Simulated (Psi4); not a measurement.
Pair of molecules, SMILES N#N with SMILES P (the first has 2 atoms); geometry from B3LYP-D3(BJ)/def2-TZVP, rigid monomers moved along the line of their centres of mass till N2···H6 is 3.76 Å.
(charge 0, multiplicity 1):
| atom | x (Å) | y (Å) | z (Å) |
|---|---|---|---|
| N | 0.6469 | -0.2110 | -0.5113 |
| N | -0.3349 | 0.2639 | -0.4876 |
| P | 0.0091 | 0.1175 | 4.0373 |
| H | 1.1042 | 0.6423 | 3.3040 |
| H | 0.0007 | -1.1011 | 3.3111 |
| H | -0.9545 | 0.7239 | 3.1911 |

Level of theory: SAPT0/jun-cc-pV(D+d)Z (Psi4).

Q: Which attractive term is largest, and how does the interaction split up?

A: electrostatics -0.3, exchange 0.8, induction 0.0, dispersion -1.1, total -0.7 kJ/mol; the largest attraction is dispersion.
